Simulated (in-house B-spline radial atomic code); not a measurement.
Results of a calculation; reference values are marked as such.
## Co ion on W atom: potential, deflection and energy transfer

The pair potential comes from two frozen, spherical free-atom densities (PBE, B-spline radial code, scalar-relativistic past argon): electrostatics plus the change in Thomas-Fermi kinetic and Dirac exchange energy where they overlap, the recipe behind the universal ZBL potential, which averages such potentials (from solid-state densities) over many pairs. It is written V = (Z1 Z2 e²/r) φ(r/a), with e² = 14.3996 eV·Å and a = 0.46850 Å/(Z1^0.23 + Z2^0.23); ZBL's fit is φ = 0.18175 e^(−3.1998x) + 0.50986 e^(−0.94229x) + 0.28022 e^(−0.4029x) + 0.02817 e^(−0.20162x). Where φ falls below 4e-4 it is continued as an exponential.

Masses 58.93 and 183.84 u.

| x = r/a | φ, this pair | φ, ZBL |
| --- | --- | --- |
| 0.1 | 0.8828 | 0.8928 |
| 0.25 | 0.7559 | 0.7647 |
| 0.5 | 0.6037 | 0.6096 |
| 1 | 0.4119 | 0.4164 |
| 1.5 | 0.2955 | 0.2995 |
| 2 | 0.2188 | 0.2218 |
| 3 | 0.1277 | 0.1292 |
| 4 | 0.07891 | 0.08026 |
| 5 | 0.0513 | 0.05224 |
| 6.5 | 0.02864 | 0.02914 |
| 8 | 0.01654 | 0.01705 |
| 10 | 0.008481 | 0.008778 |
| 12 | 0.004625 | 0.00474 |
| 14.5 | 0.002313 | 0.002328 |
| 17 | 0.001227 | 0.001212 |
| 20 | 0.0005969 | 0.0005882 |

Task: At x = 6.5 the electrostatic, kinetic and exchange parts are -359.99, 1802.3 and -136.52 eV. Find r, V and φ.

Result: a = 0.46850/(2.1341 + 2.6911) = 0.09710 Å, so r = 0.63112 Å. V = -359.99 + 1802.3 + (-136.52) = 1305.79 eV. The bare repulsion is 27 × 74 × 14.3996/0.63112 = 45586 eV, so φ = 0.0286, -1.7 % against ZBL's 0.0291. The kinetic (Pauli) term is 138 % of V here, as the other two terms together attract.

Task: The ion comes in at 391.3 keV with impact parameter 0.4855 Å. The scattering integral gives a centre-of-mass angle of 1.194° and a closest approach of 5.025 a. What are the reduced energy, the energy passed on and the laboratory angles?

Result: ε = E a M2/(Z1 Z2 e² (M1 + M2)) = 391300 × 2.5556e-06 = 1. The most that one collision can pass on is γE with γ = 4 M1 M2/(M1 + M2)² = 0.7353. Here T = γE sin²(θ/2) = 0.7353 × 391300 × 0.0001086 = 31.23 eV. The ion turns by arctan(sin θ/(cos θ + M1/M2)) = 0.9°, and the struck atom leaves at (180° − θ)/2 = 89.4°. The closest approach is 0.488 Å. With ZBL the angle would be 1.22° and T = 32.43 eV.
